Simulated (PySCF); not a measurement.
## C₆ coefficients of unlike pairs at M06-2X

Calculated with PySCF 2.14 from the dipole response of each species, C₆(A,B) = (3/π) ∫ α_A(iu) α_B(iu) du, in atomic units, from isotropic polarisabilities. For ions this is the dispersion term alone; charge-induced terms of lower order in 1/R come first.

```tsv
species	configuration	basis	relativity	α (bohr³)	C₆ (like pair)
Si⁺	[Ne] 3s2 3p1 (2P)	def2-TZVPPD (6s5p4d1f)	none	19.03	98.17
Br³⁺	[Ar] 3d10 4s2 4p2 (3P)	aug-cc-pV5Z-PP with ECP10MDF (8s7p6d4f3g2h)	core potential	5.896	21.50
Tc⁺	[Kr] 4d5 5s1 (7S)	aug-cc-pVTZ-PP with ECP28MDF (6s6p5d3f2g)	core potential	39.72	305.1
```

**Question.** Estimate C₆ for Tc⁺ with Br³⁺.

**Answer.** The integral gives 73.70. The combination rule 2 C_A C_B / (C_A α_B/α_A + C_B α_A/α_B) gives 69.01 and the geometric mean 81.00.

No spin-orbit coupling is included.

The other pairs:

| pair | C₆ |
| --- | --- |
| Tc⁺, Si⁺ | 171.4 |
| Br³⁺, Si⁺ | 42.46 |
